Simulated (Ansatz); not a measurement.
Ansatz (an electronic-structure program) input (HF/def2-TZVP):

Ansatz 0.2 input:
```yaml
crystal:
  periodic: [false, false, false]
  atoms:
    - {symbol: C, position_ang: [2.76109229, -0.22450015, -0.04210600]}
    - {symbol: C, position_ang: [1.43390931, 0.09403131, -0.74031654]}
    - {symbol: C, position_ang: [0.53629839, 0.94397276, 0.10783831]}
    - {symbol: C, position_ang: [-0.64509923, 0.61690295, 0.62738137]}
    - {symbol: C, position_ang: [-1.39360773, -0.67220471, 0.46797938]}
    - {symbol: C, position_ang: [-2.71145324, -0.48763031, -0.29332900]}
    - {symbol: H, position_ang: [2.59001268, -0.80238911, 0.86786105]}
    - {symbol: H, position_ang: [3.42116469, -0.80004356, -0.69395632]}
    - {symbol: H, position_ang: [3.28431216, 0.69152826, 0.24107636]}
    - {symbol: H, position_ang: [1.64570166, 0.62716612, -1.67364831]}
    - {symbol: H, position_ang: [0.93734558, -0.83490937, -1.02355781]}
    - {symbol: H, position_ang: [0.92511536, 1.93505301, 0.32973650]}
    - {symbol: H, position_ang: [-1.15534438, 1.36785234, 1.22603184]}
    - {symbol: H, position_ang: [-1.61434888, -1.07695848, 1.46178250]}
    - {symbol: H, position_ang: [-0.78024745, -1.41884764, -0.03802993]}
    - {symbol: H, position_ang: [-3.34978795, 0.24779879, 0.20137510]}
    - {symbol: H, position_ang: [-2.52476558, -0.13365703, -1.30876710]}
    - {symbol: H, position_ang: [-3.26599662, -1.42602441, -0.35458903]}
basis:
  gaussian:
    orbitals: def2-TZVP
hamiltonian:
  xc: {name: HF}
relax: {f_tol: 0.003, max_steps: 100}
```

Output:

```
Functional definition: HF
integrals: 0.21 GiB planned
1926 factors; their error is unknown
1.60 GiB of device memory are held for the factors and their scratch space
mean field: 1.13 GiB planned
mean field evaluation 1: about -6369.5353 eV, gradient 4.2e1 eV
mean field evaluation 2: about -6373.8162 eV, gradient 1.6e1 eV
mean field evaluation 4: about -6374.5271 eV, gradient 5.3e-1 eV
mean field evaluation 8: about -6374.6004 eV, gradient 6.7e-1 eV
mean field evaluation 16: about -6374.6011 eV, gradient 2.6e-5 eV
mean field -6374.60108310 eV, -234.2622689442 hartree, gradient 2.6e-5 eV, S^2 0.000000; 0 other end points of the search recorded, 0 dependent functions left out
the calculation of the forces begins
reference -6374.60108310 eV, -234.2622689442 hartree; 24, 24 occupied and 234, 234 virtual orbitals, 1926 factors
relax step   1: F+E_penalty+E_count = -6374.60108310 eV  Δ(F+E_penalty+E_count) = +0.000e0 eV  max|allowed force component| = 6.223e-1 eV/Å  Δτ_max = 0.0000 Å  (33 SCF iters, accepted)
these checks for a lower state are left out or cut short: starts, cluster_reference, orbital_swaps, neighbouring_geometries, increment
integrals: 0.21 GiB planned
1926 factors; their error is unknown
1.59 GiB of device memory are held for the factors and their scratch space
mean field: 1.12 GiB planned
mean field -6374.62164256 eV, -234.2630244904 hartree, gradient 1.5e-5 eV, S^2 0.000000; 0 other end points of the search recorded, 0 dependent functions left out
the calculation of the forces begins
reference -6374.62164256 eV, -234.2630244904 hartree; 24, 24 occupied and 234, 234 virtual orbitals, 1926 factors
relax step   2: F+E_penalty+E_count = -6374.62164256 eV  Δ(F+E_penalty+E_count) = -2.056e-2 eV  max|allowed force component| = 1.565e-1 eV/Å  Δτ_max = 0.0317 Å  (30 SCF iters, accepted)
these checks for a lower state are left out or cut short: starts, cluster_reference, orbital_swaps, neighbouring_geometries, increment
integrals: 0.21 GiB planned
1926 factors; their error is unknown
1.59 GiB of device memory are held for the factors and their scratch space
mean field: 1.12 GiB planned
mean field -6374.62274925 eV, -234.2630651603 hartree, gradient 1.5e-5 eV, S^2 0.000000; 0 other end points of the search recorded, 0 dependent functions left out
the calculation of the forces begins
reference -6374.62274925 eV, -234.2630651603 hartree; 24, 24 occupied and 234, 234 virtual orbitals, 1926 factors
relax step   3: F+E_penalty+E_count = -6374.62274925 eV  Δ(F+E_penalty+E_count) = -1.107e-3 eV  max|allowed force component| = 5.757e-2 eV/Å  Δτ_max = 0.0123 Å  (31 SCF iters, accepted)
these checks for a lower state are left out or cut short: starts, cluster_reference, orbital_swaps, neighbouring_geometries, increment
integrals: 0.21 GiB planned
1926 factors; their error is unknown
1.59 GiB of device memory are held for the factors and their scratch space
mean field: 1.12 GiB planned
mean field evaluation 32: about -6374.5488 eV, gradient 9.9e-4 eV
mean field -6374.62311133 eV, -234.2630784665 hartree, gradient 1.5e-5 eV, S^2 0.000000; 0 other end points of the search recorded, 0 dependent functions left out
the calculation of the forces begins
reference -6374.62311133 eV, -234.2630784665 hartree; 24, 24 occupied and 234, 234 virtual orbitals, 1926 factors
relax step   4: F+E_penalty+E_count = -6374.62311133 eV  Δ(F+E_penalty+E_count) = -3.621e-4 eV  max|allowed force component| = 1.729e-2 eV/Å  Δτ_max = 0.0066 Å  (31 SCF iters, accepted)
these checks for a lower state are left out or cut short: starts, cluster_reference, orbital_swaps, neighbouring_geometries, increment
integrals: 0.21 GiB planned
1926 factors; their error is unknown
1.59 GiB of device memory are held for the factors and their scratch space
mean field: 1.12 GiB planned
mean field -6374.62315119 eV, -234.2630799316 hartree, gradient 1.5e-5 eV, S^2 0.000000; 0 other end points of the search recorded, 0 dependent functions left out
the calculation of the forces begins
reference -6374.62315119 eV, -234.2630799316 hartree; 24, 24 occupied and 234, 234 virtual orbitals, 1926 factors
relax step   5: F+E_penalty+E_count = -6374.62315119 eV  Δ(F+E_penalty+E_count) = -3.987e-5 eV  max|allowed force component| = 2.246e-2 eV/Å  Δτ_max = 0.0043 Å  (31 SCF iters, accepted)
these checks for a lower state are left out or cut short: starts, cluster_reference, orbital_swaps, neighbouring_geometries, increment
integrals: 0.21 GiB planned
1926 factors; their error is unknown
1.59 GiB of device memory are held for the factors and their scratch space
mean field: 1.12 GiB planned
mean field -6374.62328744 eV, -234.2630849384 hartree, gradient 1.5e-5 eV, S^2 0.000000; 0 other end points of the search recorded, 0 dependent functions left out
the calculation of the forces begins
reference -6374.62328744 eV, -234.2630849384 hartree; 24, 24 occupied and 234, 234 virtual orbitals, 1926 factors
relax step   6: F+E_penalty+E_count = -6374.62328744 eV  Δ(F+E_penalty+E_count) = -1.362e-4 eV  max|allowed force component| = 1.051e-2 eV/Å  Δτ_max = 0.0056 Å  (31 SCF iters, accepted)
these checks for a lower state are left out or cut short: starts, cluster_reference, orbital_swaps, neighbouring_geometries, increment
integrals: 0.21 GiB planned
1926 factors; their error is unknown
1.59 GiB of device memory are held for the factors and their scratch space
mean field: 1.12 GiB planned
mean field -6374.62350894 eV, -234.2630930784 hartree, gradient 1.5e-5 eV, S^2 0.000000; 0 other end points of the search recorded, 0 dependent functions left out
the calculation of the forces begins
reference -6374.62350894 eV, -234.2630930784 hartree; 24, 24 occupied and 234, 234 virtual orbitals, 1926 factors
relax step   7: F+E_penalty+E_count = -6374.62350894 eV  Δ(F+E_penalty+E_count) = -2.215e-4 eV  max|allowed force component| = 1.595e-2 eV/Å  Δτ_max = 0.0247 Å  (30 SCF iters, accepted)
these checks for a lower state are left out or cut short: starts, cluster_reference, orbital_swaps, neighbouring_geometries, increment
integrals: 0.21 GiB planned
1926 factors; their error is unknown
1.59 GiB of device memory are held for the factors and their scratch space
mean field: 1.12 GiB planned
mean field evaluation 64: about -6374.6236 eV, gradient 1.5e-5 eV
mean field -6374.62359297 eV, -234.2630961667 hartree, gradient 1.5e-5 eV, S^2 0.000000; 0 other end points of the search recorded, 0 dependent functions left out
the calculation of the forces begins
reference -6374.62359297 eV, -234.2630961667 hartree; 24, 24 occupied and 234, 234 virtual orbitals, 1926 factors
relax step   8: F+E_penalty+E_count = -6374.62359297 eV  Δ(F+E_penalty+E_count) = -8.404e-5 eV  max|allowed force component| = 1.088e-2 eV/Å  Δτ_max = 0.0173 Å  (31 SCF iters, accepted)
these checks for a lower state are left out or cut short: starts, cluster_reference, orbital_swaps, neighbouring_geometries, increment
integrals: 0.21 GiB planned
1926 factors; their error is unknown
1.59 GiB of device memory are held for the factors and their scratch space
mean field: 1.12 GiB planned
mean field -6374.62363758 eV, -234.2630978060 hartree, gradient 1.5e-5 eV, S^2 0.000000; 0 other end points of the search recorded, 0 dependent functions left out
the calculation of the forces begins
reference -6374.62363758 eV, -234.2630978060 hartree; 24, 24 occupied and 234, 234 virtual orbitals, 1926 factors
relax step   9: F+E_penalty+E_count = -6374.62363758 eV  Δ(F+E_penalty+E_count) = -4.461e-5 eV  max|allowed force component| = 4.074e-3 eV/Å  Δτ_max = 0.0136 Å  (31 SCF iters, accepted)
these checks for a lower state are left out or cut short: starts, cluster_reference, orbital_swaps, neighbouring_geometries, increment
integrals: 0.21 GiB planned
1926 factors; their error is unknown
1.59 GiB of device memory are held for the factors and their scratch space
mean field: 1.12 GiB planned
mean field -6374.62364692 eV, -234.2630981492 hartree, gradient 1.5e-5 eV, S^2 0.000000; 0 other end points of the search recorded, 0 dependent functions left out
the calculation of the forces begins
reference -6374.62364692 eV, -234.2630981492 hartree; 24, 24 occupied and 234, 234 virtual orbitals, 1926 factors
relax step  10: F+E_penalty+E_count = -6374.62364692 eV  Δ(F+E_penalty+E_count) = -9.339e-6 eV  max|allowed force component| = 3.779e-3 eV/Å  Δτ_max = 0.0050 Å  (31 SCF iters, accepted)
these checks for a lower state are left out or cut short: starts, cluster_reference, orbital_swaps, neighbouring_geometries, increment
integrals: 0.21 GiB planned
1926 factors; their error is unknown
1.59 GiB of device memory are held for the factors and their scratch space
mean field: 1.12 GiB planned
mean field -6374.62364736 eV, -234.2630981654 hartree, gradient 1.5e-5 eV, S^2 0.000000; 0 other end points of the search recorded, 0 dependent functions left out
the calculation of the forces begins
reference -6374.62364736 eV, -234.2630981654 hartree; 24, 24 occupied and 234, 234 virtual orbitals, 1926 factors
relax step  11: F+E_penalty+E_count = -6374.62364736 eV  Δ(F+E_penalty+E_count) = -4.425e-7 eV  max|allowed force component| = 1.976e-3 eV/Å  Δτ_max = 0.0015 Å  (31 SCF iters, accepted)
integrals: 0.21 GiB planned
1926 factors; their error is unknown
1.59 GiB of device memory are held for the factors and their scratch space
mean field: 1.12 GiB planned
mean field evaluation 96: about -6374.5481 eV, gradient 5.2e-1 eV
mean field -6374.62364736 eV, -234.2630981654 hartree, gradient 1.5e-5 eV, S^2 0.000000; 1 other end points of the search recorded, 0 dependent functions left out
the calculation of the forces begins
reference -6374.62364736 eV, -234.2630981654 hartree; 24, 24 occupied and 234, 234 virtual orbitals, 1926 factors
Total energy: -6374.62364736 eV, -234.2630981654 hartree
Atom 0 at     2.803655    -0.194266    -0.033594 Å, force    -0.000456     0.001167    -0.000111 eV/Å
Atom 1 at     1.464469     0.066082    -0.725738 Å, force     0.000890    -0.000169    -0.000429 eV/Å
Atom 2 at     0.541540     0.906574     0.112384 Å, force    -0.001436     0.001422    -0.000917 eV/Å
Atom 3 at    -0.646292     0.596224     0.595479 Å, force     0.001312     0.000356     0.001754 eV/Å
Atom 4 at    -1.421529    -0.682101     0.435575 Å, force    -0.000840    -0.000537     0.000096 eV/Å
Atom 5 at    -2.757571    -0.466872    -0.277822 Å, force     0.000325     0.000702     0.000992 eV/Å
Atom 6 at     2.663426    -0.757201     0.882616 Å, force     0.000154    -0.000470    -0.000040 eV/Å
Atom 7 at     3.469284    -0.757632    -0.678667 Å, force     0.000134    -0.000421     0.000293 eV/Å
Atom 8 at     3.298449     0.737024     0.222562 Å, force    -0.000345    -0.000037     0.000027 eV/Å
Atom 9 at     1.650555     0.588888    -1.661031 Å, force    -0.000112    -0.000208    -0.000922 eV/Å
Atom 10 at     1.003666    -0.876948    -0.988038 Å, force    -0.000233    -0.000159    -0.000478 eV/Å
Atom 11 at     0.922863     1.888888     0.344812 Å, force     0.001098    -0.000860     0.001969 eV/Å
Atom 12 at    -1.148670     1.350585     1.181077 Å, force    -0.001097     0.000845    -0.001976 eV/Å
Atom 13 at    -1.615489    -1.091949     1.424074 Å, force     0.000185    -0.000826     0.000435 eV/Å
Atom 14 at    -0.843166    -1.425606    -0.096535 Å, force     0.000275    -0.000440     0.000195 eV/Å
Atom 15 at    -3.367992     0.260652     0.247374 Å, force     0.000345     0.000036    -0.000027 eV/Å
Atom 16 at    -2.603523    -0.102184    -1.287412 Å, force    -0.000097    -0.000344    -0.000344 eV/Å
Atom 17 at    -3.319373    -1.393017    -0.334354 Å, force    -0.000100    -0.000055    -0.000518 eV/Å
Dipole moment:     0.003847    -0.055196    -0.025999 e Å
```
